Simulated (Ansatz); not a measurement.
`C[OH+][Al-]([CH3])([CH3])[CH3]`, 19 atoms. The species carries charge 0 and has multiplicity 1. All runs use 4 threads of an AMD EPYC 9R45 on a shared host. Correlated methods freeze the cores.

**Question.** Give the basis size and wall time and peak host memory of each of these runs in Ansatz. RKS ωB97M-V/def2-QZVPP energy; RKS SPW92 (LDA)/def2-TZVPP energy; RHF-CCSD(T)/def2-SVP energy; RKS PBE0-D4/def2-TZVP relaxation (10 steps); RKS PBE0-D4/def2-SVP energy; RKS PBE0-D4/def2-QZVPP energy; RKS PBE-QIDH (frozen core)/def2-TZVPP energy; RKS ωB97M-V/def2-SVP energy; RHF-MP2/def2-TZVPP energy; direct RPA on PBE orbitals/def2-TZVPP energy; RKS r2SCAN-D4/def2-TZVPP energy and forces; RKS r2SCAN0-D4/def2-TZVPP energy. (An estimate is asked.)

**Answer.** Computed: Other jobs shared the machine, so times are rough.

```
                                level                    job  functions  wall time  peak host memory (GiB)
                 RKS PBE0-D4/def2-SVP                 energy        153     0.95 s                    0.44
           RKS SPW92 (LDA)/def2-TZVPP                 energy        379      1.1 s                    0.66
                 RKS ωB97M-V/def2-SVP                 energy        153      3.2 s                     0.6
                   RHF-MP2/def2-TZVPP                 energy        379      3.4 s                     1.4
             RKS r2SCAN-D4/def2-TZVPP      energy and forces        379      3.4 s                    0.71
            RKS r2SCAN0-D4/def2-TZVPP                 energy        379      3.6 s                     1.4
RKS PBE-QIDH (frozen core)/def2-TZVPP                 energy        379        5 s                     1.5
direct RPA on PBE orbitals/def2-TZVPP                 energy        379      5.5 s                     1.5
                 RHF-CCSD(T)/def2-SVP                 energy        153      9.5 s                     1.4
               RKS PBE0-D4/def2-QZVPP                 energy        745      9.5 s                     3.6
               RKS ωB97M-V/def2-QZVPP                 energy        745       17 s                     4.5
                RKS PBE0-D4/def2-TZVP  relaxation (10 steps)        270       28 s                    0.96
```
